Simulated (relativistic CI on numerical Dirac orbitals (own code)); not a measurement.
# Sensitivity of the levels of Co XI to α and to the nuclear radius

Computed by Dirac-Coulomb-Breit CI, orbitals from a KLI potential per configuration, derivatives by finite differences, unscaled Slater integrals, QED left out (own radial code, finite nucleus).

Configurations in the expansion (outside the closed core [Ne]): 3s2.3p5, 3s.3p6, 3s2.3p4.3d, 3s.3p5.3d, 3p6.3d, 3s.3p4.3d2, 3p5.3d2, 3p4.3d3. Double excitations out of closed p, d and f shells are left out; levels of such configurations are missing from the list, as are those of other unlisted configurations, and high levels can miss mixing partners.

With x = (α/α₀)² − 1 an excitation energy changes as ω = ω₀ + qx; K = 2q/ω₀ is the relative enhancement. Terms are leading LS components, so labels can repeat. The field-shift factor is F = δν/δ⟨r²⟩ for the transition from the lowest level.

Lowest level 3s2.3p5 2P°_3/2.

```csv
Level,ω₀ (cm⁻¹),q (cm⁻¹),K,F (GHz/fm²)
3s2.3p5 2P°_1/2,19327,19730,2.04,-0.0538
3s.3p6 2S_1/2,290319,23860,0.164,-13.3
3s2.3p4.3d 4D_5/2,404188,10400,0.0515,0.34
3s2.3p4.3d 4D_7/2,404358,11670,0.0577,0.348
3s2.3p4.3d 4D_3/2,405658,11780,0.0581,0.331
3s2.3p4.3d 4D_1/2,407606,14620,0.0717,0.324
3s2.3p4.3d 4F_9/2,438171,6868,0.0313,0.401
3s2.3p4.3d 2P_1/2,438333,10120,0.0462,0.313
3s2.3p4.3d 4F_7/2,444213,12310,0.0554,0.372
3s2.3p4.3d 2P_3/2,448093,16890,0.0754,0.297
3s2.3p4.3d 4F_5/2,449179,19060,0.0849,0.349
3s2.3p4.3d 4F_3/2,450935,18130,0.0804,0.332
3s2.3p4.3d 4P_1/2,453480,9936,0.0438,0.273
3s2.3p4.3d 2D_3/2,455377,12550,0.0551,0.313
3s2.3p4.3d 4P_3/2,460324,19840,0.0862,0.295
3s2.3p4.3d 4P_5/2,462966,18010,0.0778,0.297
3s2.3p4.3d 2F_7/2,464034,10200,0.0439,0.375
3s2.3p4.3d 2D_5/2,466335,22320,0.0957,0.287
3s2.3p4.3d 2G_7/2,478107,19840,0.083,0.373
3s2.3p4.3d 2G_9/2,478804,21020,0.0878,0.401
3s2.3p4.3d 2F_5/2,479077,23010,0.0961,0.322
3s2.3p4.3d 2F_5/2,509352,15050,0.0591,0.339
3s2.3p4.3d 2F_7/2,514275,20400,0.0794,0.333
```

At this charge energies of transitions that change n are usually good to better than 1 %, and those within a shell (Δn = 0) to a few per cent.
